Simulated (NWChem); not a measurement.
Species: AlH3SeO; SMILES [OH][AlH][SeH]

```xyz
6

Al    -0.4733    -1.1473     0.0003
H     -1.9713    -1.6531    -0.0003
O      0.8648    -2.1998     0.0001
H      0.8385    -3.1577    -0.0005
Se     0.0119     1.1094     0.0018
H      1.4546     0.8204     0.0019
```
Atoms are numbered in this order, from 1.

Program: NWChem. Pople sets run with spherical d functions. All runs use the structure optimised with PBE0/def2-SVP. GIAO values for the isolated, static molecule; σ is the absolute isotropic shielding, δ = σ(reference) − σ with the isolated reference molecule computed at the same levels (1H: tetramethylsilane, 17O: water). Spin-orbit effects, on the heavy nuclei and on their neighbours, are missing.

```
level                σ Al1 (ppm)  δ H2 (ppm)  δ O3 (ppm)  δ H4 (ppm)  σ Se5 (ppm)  δ H6 (ppm)
-------------------  -----------  ----------  ----------  ----------  -----------  ----------
B3LYP/6-31G*               425.0        5.58        68.3        2.54       2238.3        0.58
PBE/pcSseg-1                   …        5.23           …        2.89            …        0.86
KT2/pcSseg-1               372.8        5.22        81.6        2.89       2166.6        0.87
Hartree-Fock/6-31G*        466.5        5.42        37.0        2.17       2386.3        0.78
```

**Question.** Fill in the missing entries.

**Answer.** 
- PBE/pcSseg-1, σ Al1 (ppm): 354.9
- PBE/pcSseg-1, δ O3 (ppm): 84.3
- PBE/pcSseg-1, σ Se5 (ppm): 2130.2
